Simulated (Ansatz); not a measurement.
Consider the ligand exchange at a B–C bond: `BC(=C)SC` + `N[SiH2][TeH]` → `B[Te][SiH2]N` + `C=CSC`.

Program: Ansatz. Geometries: PBE0-D4/def2-TZVP. ΔE: electronic, gas phase. CCSD(T)/CBS adds triple-zeta CCSD(T) − MP2 to the extrapolated MP2 energy (def2 sets, frozen cores). def2 core potentials past Kr. For Te outer-core shells are correlated without core-valence functions, which leaves a few kJ/mol of doubt a bond. Each species was taken in one conformer, which may not be the lowest.

`BC(=C)SC`:

Cartesian coordinates in Å:
```
B -0.440 0.426 -1.294
C -0.154 0.762 0.180
C -0.393 2.030 0.571
S 0.461 -0.366 1.380
C 0.628 -1.912 0.486
H -0.264 -0.652 -1.776
H -0.861 1.309 -1.981
H -0.224 2.381 1.586
H -0.770 2.750 -0.145
H -0.331 -2.265 0.106
H 1.002 -2.628 1.218
H 1.345 -1.834 -0.331
```

`N[SiH2][TeH]`:

```xyz
8

N    -0.366   -1.264   -0.477
Si   -0.335    0.076    0.591
Te    0.355    2.307   -0.338
H    -0.944   -1.227   -1.303
H     0.499   -1.744   -0.674
H     0.585   -0.287    1.695
H    -1.708    0.351    1.079
H     1.913    1.789   -0.572
```

`B[Te][SiH2]N`:

Cartesian coordinates in Å:
```
B -0.153 1.430 -1.649
Te 0.158 -0.621 -1.983
Si 0.196 -1.335 0.455
N -0.061 -0.098 1.608
H -0.248 1.859 -0.542
H -0.230 2.126 -2.613
H -0.872 -2.352 0.607
H 1.532 -1.932 0.697
H -0.975 0.322 1.678
H 0.654 0.600 1.742
```

`C=CSC`:

```xyz
10

C    -1.143    0.751   -1.625
C    -0.580    0.459   -0.458
S     1.130    0.210   -0.229
C     1.119   -0.755    1.288
H    -2.202    0.971   -1.682
H    -0.571    0.793   -2.544
H    -1.176    0.414    0.451
H     0.661   -1.732    1.135
H     2.161   -0.892    1.579
H     0.603   -0.218    2.086
```

```json
{"species": "`BC(=C)SC`", "CCSD/CBS(def2) energy (Eh)": "-540.85809"}
{"species": "`N[SiH2][TeH]`", "CCSD/CBS(def2) energy (Eh)": "-614.53429"}
{"species": "`B[Te][SiH2]N`", "CCSD/CBS(def2) energy (Eh)": "-639.92817"}
{"species": "`C=CSC`", "CCSD/CBS(def2) energy (Eh)": "-515.48213"}
```

(1) Work out ΔE.

Largest T1 diagnostic among the species: 0.014.

Answers

(1) ΔE = (-639.92817) + (-515.48213) − (-540.85809) − (-614.53429) = -0.01792 Eh = -0.49 eV. CCSD(T)/CBS gives -0.51 eV.

In def2-TZVPP, CCSD(T) changes the Hartree–Fock value by −0.12 eV (the triples alone add −0.02 eV) and MP2 by −0.15 eV.
